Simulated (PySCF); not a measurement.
Cartesian coordinates in Å; atom numbers follow the order of the lines, from 1:
```xyz
18

C    -2.862    0.126   -0.074
C    -1.399    0.459   -0.322
C    -0.584   -0.731   -0.829
Si    1.229   -0.362   -1.085
O     1.821    0.137    0.394
C     3.134    0.567    0.612
H    -3.422    1.002    0.288
H    -2.965   -0.671    0.681
H    -3.353   -0.228   -0.995
H    -1.328    1.287   -1.049
H    -0.940    0.837    0.607
H    -0.651   -1.574   -0.117
H    -0.996   -1.108   -1.784
H     1.435    0.725   -2.100
H     1.972   -1.575   -1.559
H     3.389    1.452    0.000
H     3.247    0.846    1.671
H     3.874   -0.224    0.390
```

Geometry: PBE0-D3(BJ)/def2-SVP; GIAO absolute shieldings from PySCF 2.14.0 with density-fitted response routines, gas phase, non-relativistic, averaged over equivalent atoms.

At PBE/pcSseg-1 (169 basis functions, 30 s wall time on 1 thread of an x86-64 server CPU, shared host):
```
      atoms  σ (ppm)
         C6    123.8
         C2    158.1
         C1    159.2
         C3    160.5
        Si4    341.6
         O5    322.1
    H14/H15    26.21
H16/H17/H18    27.47
    H10/H11    29.77
   H7/H8/H9    30.16
    H12/H13    30.60
```

What do these become at CAM-B3LYP/pcSseg-1?

Answers


```
      atoms  σ at CAM-B3LYP/pcSseg-1  change
         C6                    128.4    +4.6
         C2                    162.5    +4.4
         C1                    162.3    +3.1
         C3                    164.4    +3.9
        Si4                    351.8   +10.2
         O5                    337.5   +15.4
    H14/H15                    26.69   +0.48
H16/H17/H18                    27.70   +0.23
    H10/H11                    29.99   +0.22
   H7/H8/H9                    30.28   +0.12
    H12/H13                    30.87   +0.27
```

The largest change is at O5 (oxygen bonded to C, Si). Cost: 169 basis functions, 23 s wall time on 1 thread of an x86-64 server CPU, shared host. The order of the carbon signals changes between the two levels.
